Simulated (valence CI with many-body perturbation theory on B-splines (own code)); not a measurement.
**E1 line list for Ir LXXIII**

Method: relativistic CI+MBPT: three valence electrons over a frozen Dirac-Fock core [He], radial functions for each j: 11 s, 11 p, 10 d, 8 f, 5 g, 2 h, with the one-electron correlation potential Σ1 (screened to all orders), the two-electron term Σ2, the three-electron term Σ3, Breit, model QED; selected single and double excitations, second order for the rest, scaled by the run's own slope (own B-spline code, finite nucleus).

No measured spectrum was set against this ion. As an estimate, large intervals hold to a few tenths of a per cent, small ones and those within an open d or f shell to about a per cent.

Lines 151 to 200 of 578 in falling wavelength, among levels below 1253.0 Ry, chosen from the strongest by gf and those to the six lowest levels. Wavelengths and rates use the calculated energies. Electric multipoles are in the length gauge with retardation, E1 and E2 with the static RPA response of the core. Weak lines are less certain than strong ones. Lines between different terms over intervals too small for the method are left out, as are lines whose strength nearly cancels. The highest levels of a list are the least certain.

Levels are named by their leading jj configuration (3d3/2^4 stands for four electrons in 3d with j = 3/2), which in mixed levels can hold well under half, so a name can repeat and another be missing. Letters in brackets count levels of one name in rising energy.

```csv
λ vac (Å),Upper,Lower,A (s⁻¹),S (a.u.) with core polarisation,S without
6.244,(2p3/2^2 3d3/2) J=7/2,(2s 2p3/2 3d3/2) J=5/2 [b],1.05e+13,1.01e-02,1.01e-02
6.243,(2p3/2^2 3d3/2) J=5/2,(2s 2p3/2 3d3/2) J=5/2 [b],3.80e+12,2.74e-03,2.74e-03
6.240,(2p3/2^2 3p1/2) J=3/2,(2s 2p3/2 3p1/2) J=1/2,9.95e+12,4.77e-03,4.78e-03
6.239,(2p3/2^2 3p1/2) J=5/2,(2s 2p3/2 3p1/2) J=3/2 [b],1.17e+13,8.40e-03,8.41e-03
6.228,(2p3/2^2 3d3/2) J=3/2 [a],(2s 2p3/2 3d3/2) J=3/2 [b],7.31e+12,3.49e-03,3.49e-03
6.222,(2p3/2^2 3d3/2) J=5/2,(2s 2p3/2 3d3/2) J=3/2 [b],8.12e+12,5.79e-03,5.80e-03
6.217,(2p3/2^2 3s) J=3/2,(2s 2p3/2 3s) J=3/2 [b],4.45e+12,2.11e-03,2.11e-03
6.205,(2p3/2^2 3d5/2) J=5/2 [a],(2s 2p3/2 3d5/2) J=3/2 [b],4.86e+12,3.44e-03,3.44e-03
6.200,(2p3/2^2 3d5/2) J=3/2,(2s 2p3/2 3d5/2) J=3/2 [b],7.55e+12,3.55e-03,3.56e-03
6.194,(2p3/2^2 3s) J=3/2,(2s 2p3/2 3s) J=1/2,9.68e+12,4.54e-03,4.55e-03
6.191,(2p3/2^2 3d5/2) J=5/2 [a],(2s 2p3/2 3d5/2) J=5/2 [b],5.55e+12,3.90e-03,3.90e-03
6.185,(2p3/2^2 3d5/2) J=3/2,(2s 2p3/2 3d5/2) J=5/2 [b],4.74e+12,2.21e-03,2.22e-03
6.180,(2p1/2 2p3/2^2) J=3/2,(2s 2p1/2 2p3/2) J=1/2,1.02e+13,4.77e-03,4.78e-03
6.173,(2p3/2^2 3p3/2) J=3/2 [a],(2s 2p3/2 3p3/2) J=1/2 [b],1.03e+13,4.78e-03,4.79e-03
6.124,(2p1/2 2p3/2 3d5/2) J=3/2 [a],(2s 2p1/2 3d5/2) J=3/2,6.37e+12,2.89e-03,2.89e-03
6.123,(2p1/2 2p3/2 3p3/2) J=3/2 [a],(2s 2p1/2 3p3/2) J=3/2 [b],6.00e+12,2.72e-03,2.72e-03
6.117,(2p1/2 2p3/2 3d5/2) J=5/2 [a],(2s 2p1/2 3d5/2) J=5/2 [b],4.77e+12,3.23e-03,3.24e-03
6.117,(2p1/2 2p3/2^2) J=5/2,(2s 2p1/2 2p3/2) J=3/2 [b],1.25e+13,8.50e-03,8.51e-03
6.100,(2p1/2 2p3/2 3d3/2) J=5/2 [a],(2s 2p1/2 3d3/2) J=5/2,6.57e+12,4.42e-03,4.42e-03
6.091,(2p1/2 2p3/2 3s) J=3/2 [b],(2s 2p1/2 3s) J=1/2 [b],9.80e+12,4.37e-03,4.38e-03
6.091,(2p1/2 2p3/2 3d5/2) J=9/2,(2s 2p1/2 3d5/2) J=7/2,1.09e+13,1.22e-02,1.22e-02
6.089,(2p3/2^3) J=3/2,(2s 2p3/2^2) J=3/2,2.62e+13,1.17e-02,1.17e-02
6.087,(2p3/2^3) J=3/2,(2s 2p3/2^2) J=1/2,6.11e+12,2.72e-03,2.72e-03
6.086,(2p1/2 2p3/2 3p1/2) J=3/2 [a],(2s 2p1/2 3p1/2) J=3/2,5.79e+12,2.58e-03,2.58e-03
6.086,(2p1/2 2p3/2 3p3/2) J=7/2,(2s 2p1/2 3p3/2) J=5/2,1.23e+13,1.09e-02,1.09e-02
6.081,(2p1/2 2p3/2 3d5/2) J=5/2 [a],(2s 2p1/2 3d5/2) J=7/2,3.15e+12,2.10e-03,2.10e-03
6.071,(2p3/2^2 3d5/2) J=5/2 [b],(2s 2p3/2 3d5/2) J=3/2 [b],3.61e+12,2.39e-03,2.40e-03
6.067,(2s 2p3/2 3d5/2) J=7/2 [b],(2s^2 3d5/2) J=5/2,1.45e+13,1.28e-02,1.28e-02
6.065,(2p1/2 2p3/2 3d5/2) J=5/2 [b],(2s 2p1/2 3d5/2) J=3/2,5.17e+12,3.42e-03,3.42e-03
6.064,(2p3/2^2 3p3/2) J=3/2 [b],(2s 2p3/2 3p3/2) J=3/2 [b],1.40e+13,6.16e-03,6.17e-03
6.063,(2p3/2^2 3p3/2) J=1/2,(2s 2p3/2 3p3/2) J=1/2 [a],1.18e+13,2.60e-03,2.60e-03
6.063,(2p1/2 2p3/2 3d5/2) J=5/2 [b],(2s 2p1/2 3d5/2) J=5/2 [b],3.49e+12,2.30e-03,2.31e-03
6.057,(2s 2p3/2 3p3/2) J=5/2 [b],(2s^2 3p3/2) J=3/2,1.66e+13,1.09e-02,1.09e-02
6.057,(2p1/2 2p3/2 3p3/2) J=3/2 [b],(2s 2p1/2 3p3/2) J=1/2,6.12e+12,2.68e-03,2.69e-03
6.057,(2p3/2^2 3d5/2) J=5/2 [b],(2s 2p3/2 3d5/2) J=5/2 [b],9.55e+12,6.29e-03,6.29e-03
6.056,(2p1/2 2p3/2 3d3/2) J=5/2 [b],(2s 2p1/2 3d3/2) J=3/2 [b],1.08e+13,7.11e-03,7.12e-03
6.053,(2p3/2^2 3d3/2) J=3/2 [b],(2s 2p3/2 3d3/2) J=1/2 [b],5.19e+12,2.27e-03,2.28e-03
6.053,(2p1/2 2p3/2 3d5/2) J=7/2 [a],(2s 2p1/2 3d5/2) J=5/2 [a],9.39e+12,8.22e-03,8.23e-03
6.051,(2p1/2 2p3/2 3d3/2) J=7/2,(2s 2p1/2 3d3/2) J=5/2,1.09e+13,9.57e-03,9.58e-03
6.051,(2p3/2^2 3p3/2) J=5/2,(2s 2p3/2 3p3/2) J=5/2 [a],8.71e+12,5.71e-03,5.72e-03
6.050,(2p1/2 2p3/2 3d3/2) J=3/2 [b],(2s 2p1/2 3d3/2) J=1/2,5.82e+12,2.54e-03,2.55e-03
6.048,(2p1/2 2p3/2 3p3/2) J=5/2 [a],(2s 2p1/2 3p3/2) J=3/2 [a],8.73e+12,5.72e-03,5.73e-03
6.048,(2p1/2 2p3/2 3p1/2) J=5/2,(2s 2p1/2 3p1/2) J=3/2,1.23e+13,8.06e-03,8.07e-03
6.046,(2p3/2^2 3d5/2) J=7/2,(2s 2p3/2 3d5/2) J=7/2 [a],5.76e+12,5.03e-03,5.04e-03
6.044,(2s 2p3/2 3d3/2) J=3/2 [b],(2s^2 3d3/2) J=3/2,1.61e+13,7.02e-03,7.03e-03
6.043,(2p1/2 2p3/2 3p1/2) J=3/2 [b],(2s 2p1/2 3p1/2) J=1/2 [b],1.24e+13,5.41e-03,5.41e-03
6.042,(2p1/2 2p3/2 3d5/2) J=7/2 [b],(2s 2p1/2 3d5/2) J=5/2 [b],5.80e+12,5.05e-03,5.06e-03
6.039,(2p1/2 2p3/2 3d3/2) J=3/2 [b],(2s 2p1/2 3d3/2) J=3/2 [b],6.17e+12,2.68e-03,2.68e-03
6.026,(2p3/2^2 3d5/2) J=1/2,(2s 2p3/2 3d5/2) J=3/2 [a],1.13e+13,2.44e-03,2.45e-03
6.026,(2p3/2^2 3d5/2) J=7/2,(2s 2p3/2 3d5/2) J=5/2 [a],5.37e+12,4.64e-03,4.65e-03
```
